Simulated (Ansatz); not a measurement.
Relaxation of B$_{2}$FGaH$_{4}$ (8 atoms, charge 0, multiplicity 1), to a largest force component of 0.015 eV/Å in at most 40 steps.

All numbers below come from Ansatz, RKS PBE-D4/def2-SVP.

```xyz
8
Properties=species:S:1:pos:R:3:forces:R:3
B -0.863 1.534 0.196 -1.99 4.10 0.57
Ga -0.179 -0.055 -0.235 0.26 -1.54 -0.83
B 1.000 -1.528 -0.034 2.35 -1.99 -0.68
F -1.183 -0.686 -1.483 -1.53 -1.57 -2.39
H 0.170 1.778 -0.265 1.52 1.80 -0.60
H -1.042 0.951 1.165 -0.87 -0.10 2.44
H 1.693 -0.608 -0.401 0.95 0.00 -0.53
H 0.495 -1.443 1.002 -0.69 -0.69 2.01
```

Q: Where does it end, and by what steps?

A: The run converged. After 14 steps the energy has fallen by 6.691 eV; H8 moved furthest, 1.14 Å.

```json
{"step": "0", "energy less start (eV)": "0.0000", "largest force component (eV/Å)": "4.095", "accepted": "yes"}
{"step": "1", "energy less start (eV)": "-1.6831", "largest force component (eV/Å)": "1.776", "accepted": "yes"}
{"step": "2", "energy less start (eV)": "-2.9916", "largest force component (eV/Å)": "2.003", "accepted": "yes"}
{"step": "3", "energy less start (eV)": "-4.2388", "largest force component (eV/Å)": "2.183", "accepted": "yes"}
{"step": "4", "energy less start (eV)": "-5.2114", "largest force component (eV/Å)": "1.999", "accepted": "yes"}
{"step": "5", "energy less start (eV)": "-5.8571", "largest force component (eV/Å)": "1.540", "accepted": "yes"}
{"step": "6", "energy less start (eV)": "-6.2441", "largest force component (eV/Å)": "1.256", "accepted": "yes"}
{"step": "7", "energy less start (eV)": "-6.5302", "largest force component (eV/Å)": "0.696", "accepted": "yes"}
{"step": "8", "energy less start (eV)": "-6.6488", "largest force component (eV/Å)": "0.132", "accepted": "yes"}
{"step": "9", "energy less start (eV)": "-6.6741", "largest force component (eV/Å)": "0.151", "accepted": "yes"}
{"step": "10", "energy less start (eV)": "-6.6828", "largest force component (eV/Å)": "0.201", "accepted": "yes"}
{"step": "11", "energy less start (eV)": "-6.6889", "largest force component (eV/Å)": "0.049", "accepted": "yes"}
{"step": "12", "energy less start (eV)": "-6.6904", "largest force component (eV/Å)": "0.079", "accepted": "yes"}
{"step": "13", "energy less start (eV)": "-6.6906", "largest force component (eV/Å)": "0.044", "accepted": "yes"}
{"step": "14", "energy less start (eV)": "-6.6913", "largest force component (eV/Å)": "0.008", "accepted": "yes"}
```

```xyz
8
Properties=species:S:1:pos:R:3
B -0.822 1.745 0.340
Ga -0.265 -0.149 -0.341
B 1.201 -1.578 0.074
F -1.360 -0.708 -1.656
H -0.369 2.761 -0.156
H -1.601 1.889 1.265
H 2.276 -1.576 -0.499
H 1.031 -2.442 0.915
```

Time of the run: 92 s on 1 thread of Arm Neoverse N1 (shared host), peak memory 0.2 GiB.
